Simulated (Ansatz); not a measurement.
## Ligand exchange: AuCl + C3H7Cl → AuH + C3H6Cl2

Species: AuCl (gold monochloride), singlet; C3H7Cl `CC(C)Cl`, singlet; AuH, singlet; C3H6Cl2 (2,2-dichloropropane) `CC(C)(Cl)Cl`, singlet. The partners trade Cl for H: Au–Cl and C–H bonds give way to Au–H and C–Cl.

Shapes, held fixed at every level: PBE0-D4/def2-TZVP. Programs: Ansatz 0.2.0. The zero-point and thermal change to 298 K, harmonic and unscaled (PBE0-D4/def2-TZVP), is -12.5 kJ/mol.

```json
{"level": "PBE-D4/def2-TZVPP", "kind": "GGA", "ΔH(298 K) (kJ/mol)": "+41.8", "less CCSD(T)/def2-TZVPP": "-7.7", "CPU time (sum over the molecules)": "23 s"}
{"level": "r2SCAN-D4/def2-TZVPP", "kind": "meta-GGA", "ΔH(298 K) (kJ/mol)": "+46.3", "less CCSD(T)/def2-TZVPP": "-3.2", "CPU time (sum over the molecules)": "45 s"}
{"level": "BHLYP-D4/def2-TZVPP", "kind": "global hybrid", "ΔH(298 K) (kJ/mol)": "+79.1", "less CCSD(T)/def2-TZVPP": "+29.6", "CPU time (sum over the molecules)": "26 s"}
{"level": "PBE0-D4/def2-TZVPP", "kind": "global hybrid", "ΔH(298 K) (kJ/mol)": "+57.3", "less CCSD(T)/def2-TZVPP": "+7.8", "CPU time (sum over the molecules)": "26 s"}
{"level": "r2SCAN0-D4/def2-TZVPP", "kind": "global hybrid", "ΔH(298 K) (kJ/mol)": "+57.5", "less CCSD(T)/def2-TZVPP": "+8.0", "CPU time (sum over the molecules)": "46 s"}
{"level": "wB97X-V/def2-TZVPP", "kind": "range-separated hybrid", "ΔH(298 K) (kJ/mol)": "+70.1", "less CCSD(T)/def2-TZVPP": "+20.6", "CPU time (sum over the molecules)": "63 s"}
{"level": "CCSD/def2-SVP", "kind": "coupled cluster or CI", "ΔH(298 K) (kJ/mol)": "+45.0", "less CCSD(T)/def2-TZVPP": "-4.5", "CPU time (sum over the molecules)": "–"}
{"level": "CCSD(T)/def2-TZVPP", "kind": "coupled cluster or CI", "ΔH(298 K) (kJ/mol)": "+49.5", "less CCSD(T)/def2-TZVPP": "0.0", "CPU time (sum over the molecules)": "26 min"}
```

The highest level, CCSD(T)/def2-TZVPP, gives ΔH(298 K) = +49.5 kJ/mol; the levels span +41.8 to +79.1. The column of differences is taken from that level and isn't an error. No measured value is set beside it here. T1 is large for AuCl, AuH, so single-reference values are less sure there. For atoms past krypton def2 sets carry core potentials with scalar relativity. Correlated rows may include outer-core shells of Au, which these sets cover unevenly. Times are processor times on shared x86 and Arm servers, and rough.
